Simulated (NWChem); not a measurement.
Species: NbHO$_{2}$F$_{2}$; SMILES [O]=[Nb]([OH])([F])[F]

```xyz
6

Nb    -0.0012     0.0258    -0.0009
O      0.0104    -0.1866     1.6714
F      1.5122     1.0098    -0.4761
F     -1.5791     0.9082    -0.4658
O      0.0516    -1.6711    -0.7926
H      0.0746    -2.5714    -0.4511
```
Atoms are numbered in this order, from 1.

Level: PBE0/def2-SVP with def2 effective core potentials on Nb (NWChem), optimised geometry, unscaled harmonic frequencies. def2 effective core potentials on Nb; no spin-orbit coupling.

```csv
frequency (cm⁻¹),IR intensity (km/mol)
170,12.3
183,0.6
204,3.8
249,0.1
250,37.2
429,145.4
505,165.9
703,84.8
729,195.4
776,143.9
1066,183.0
3928,284.2
```

zero-point energy: 13.1 kcal/mol
thermal correction to the enthalpy at 298.15 K (with zero-point energy): 17.7 kcal/mol
heat capacity Cv: 20.3 cal/(mol K)
entropy at 298.15 K and 1 atm (symmetry number 1): 80.6 cal/(mol K)

Rigid rotor and harmonic oscillator.
